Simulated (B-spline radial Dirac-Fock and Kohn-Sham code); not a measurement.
# Core and valence levels of Rh³⁺

System: rhodium as Rh³⁺ in the configuration 1s2 2s2 2p6 3s2 3p6 3d10 4s2 4p6 4d6, inside a Watson sphere of charge -3 and radius 2 Å (a model of the Madelung potential; inside it an electron's potential energy is raised by 21.6 eV); nuclear rms radius 4.4945 fm (A = 103).

Level of theory: multi-electron Dirac-Fock with separately optimised hole states, Breit and Lamb-shift corrections added in first order; a radial atomic solver. No correlation. Energies are counted from the vacuum level.

All terms are in eV, carry their sign (relaxation lowers the binding energy) and add up to the binding energy; ⟨r⟩ is the mean radius of the orbital in the initial state.

```csv
subshell,−ε (Koopmans),relaxation,Breit,QED,binding energy,⟨r⟩ (bohr)
K (1s),23374.9,-59.54,-45.32,-22.75,23247.3,0.033
L1 (2s),3483.6,-30.53,-3.96,-2.71,3446.4,0.141
L2 (2p1/2),3215.9,-33.62,-6.75,0.24,3175.8,0.120
L3 (2p3/2),3070.5,-32.73,-4.46,-0.05,3033.3,0.125
M1 (3s),670.7,-11.32,-0.51,-0.52,658.4,0.388
M2 (3p1/2),564.6,-11.64,-0.94,0.05,552.1,0.381
M3 (3p3/2),538.7,-11.29,-0.54,-0.01,526.9,0.392
M4 (3d3/2),352.3,-12.54,-0.23,0.05,339.6,0.367
M5 (3d5/2),347.3,-12.36,-0.06,0.03,334.9,0.371
N1 (4s),115.9,-2.57,-0.07,-0.09,113.2,0.979
N2 (4p1/2),80.65,-2.26,-0.13,0.01,78.28,1.051
N3 (4p3/2),76.44,-2.12,-0.06,0.00,74.26,1.078
"N4,5 (4d)",25.01,-1.27,0.01,0.00,?,1.369
```

Problem. Which binding energy belongs in the row of N4,5 (4d)?

Solution. 23.75 eV, the sum of the terms in that row (to rounding).

For the deepest level, K (1s), the Breit terms make up -0.195 % of the binding energy, QED -0.098 % and orbital relaxation -0.256 %.

Spin-orbit splittings: 2p 142.5 eV, 3p 25.17 eV, 3d 4.70 eV, 4p 4.02 eV.

Values without a named source are computed, but for edge energies of neutral atoms, which are taken from tables.
